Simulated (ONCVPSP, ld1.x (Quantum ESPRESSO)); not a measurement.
## Potentials for B (Z = 5) compared

Generated with ld1.x 7.5 (TM, RRKJ, ultrasoft, PAW), atompaw 4.2 or ONCVPSP 4.0.1. The cutoff is in Ry: for ld1.x and atompaw files where the sum of valence levels is converged to 10 mRy in a Bessel basis, for ONCV files where the hardest occupied wave has 1 mHa per electron of residual kinetic energy. The error is the largest all-electron minus pseudo excitation energy over each file’s own four to seven test configurations (ionisations up to +4, promotions, holes and added fractions of an electron), all of which were solved. The labels leave out finer settings (local radius, basis sizes, second energies), which also bear on the numbers. Spin-polarised tests are not counted. The rows are a selection from randomly drawn settings: files with unsolved tests, undetermined cutoffs or missed reference levels are left out.

```csv
potential,cutoff (Ry),largest error (meV),bound ghosts
"ONCV, PBE, scalar-relativistic, rc 1.25/3.00 (sp), local s, core correction yes, reference 2s2 2p1, qcut 6.4/5.8, projectors 0/1",26,+220,none
"PAW, LDA (PZ), non-relativistic, rc 1.70/2.35 (sp), local smoothed, core correction yes, reference 2s2 2p1",8,-6.9,none
"ONCV, PBEsol, fully relativistic, rc 1.55/3.85/3.70 (spd), local smoothed, core correction no, reference 2s2 2p1, qcut 3.5/3.3/2.7, projectors 2/1/2",41,+718,none
"TM, PBE, scalar-relativistic, rc 1.35/1.75/1.85 (spd), local d, core correction no, reference 2s2 2p1",25,+106,none
"ONCV, BLYP, scalar-relativistic, rc 1.40/3.35 (sp), local smoothed, core correction yes, reference 2s2 2p1, qcut 4.1/4.1, projectors 1/1",43,+487,none
```

Fill in the row for B: ONCV, PBEsol, scalar-relativistic, rc 1.70/2.80/2.95 (spd), local s, core correction yes, reference 2s2 2p1, qcut 4.2/3.9/3.6, projectors 0/2/3.

cutoff 19 Ry, largest error +316 meV, bound ghosts: none.

Fill in the row for B: ONCV, PBEsol, scalar-relativistic, rc 1.40/3.15/3.15 (spd), local smoothed, core correction no, reference 2s1 2p2, qcut 5.9/5/2.6, projectors 2/3/2.

cutoff 23 Ry, largest error +452 meV, bound ghosts: none.
